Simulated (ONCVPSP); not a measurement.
Transferability test, ONCV potential for Pt

| Quantity | Value |
| --- | --- |
| Element | Pt |
| Generator | ONCVPSP 4.0.1 |
| Type | optimised norm-conserving Vanderbilt (ONCV) |
| Functional | PBE |
| Relativity | non-relativistic |
| Frozen core | [Kr] 4d10 4f14 |
| Valence charge | 18 |
| Reference configuration | 5s2 5p6 5d9 (charge +1) |
| Partial waves | 5s: rc 1.60 bohr, ncon 4, nbas 7, qcut 7.8 1/bohr, local; 5p: rc 1.65 bohr, ncon 3, nbas 8, qcut 7 1/bohr, 2 projectors, debl 2.6 Ha; 5d: rc 1.95 bohr, ncon 4, nbas 9, qcut 7.4 1/bohr, 3 projectors, debl 4 Ha |
| Local potential | the s channel |
| Core correction | none |

Energies are relative to the spin-unpolarised reference configuration 5s2 5p6 5d9; without spin polarisation the order of configurations can differ from experiment.

(1) Give the all-electron excitation energy and the error of the potential for: 5s2 5p6 5d9 6s1; 5s2 5p6 5d8; 5s2 5p6 5d7; 5s2 5p6 5d6.

Levels in the configuration 5s2 5p6 5d9 6s1:

```json
{"level": "5s", "all-electron (eV)": "-80.048", "pseudo (eV)": "-79.619"}
{"level": "5p", "all-electron (eV)": "-51.037", "pseudo (eV)": "-50.623"}
{"level": "5d", "all-electron (eV)": "-7.223", "pseudo (eV)": "-6.874"}
{"level": "6s", "all-electron (eV)": "-4.104", "pseudo (eV)": "-4.575"}
```

## Answers

(1)

```json
{"valence configuration": "5s2 5p6 5d9 6s1", "charge": "0", "ΔE all-electron (eV)": "-7.200", "error AE − PS (meV)": "+672"}
{"valence configuration": "5s2 5p6 5d8", "charge": "+2", "ΔE all-electron (eV)": "20.583", "error AE − PS (meV)": "0.0"}
{"valence configuration": "5s2 5p6 5d7", "charge": "+3", "ΔE all-electron (eV)": "53.681", "error AE − PS (meV)": "+0.8"}
{"valence configuration": "5s2 5p6 5d6", "charge": "+4", "ΔE all-electron (eV)": "100.443", "error AE − PS (meV)": "+4.4"}
```
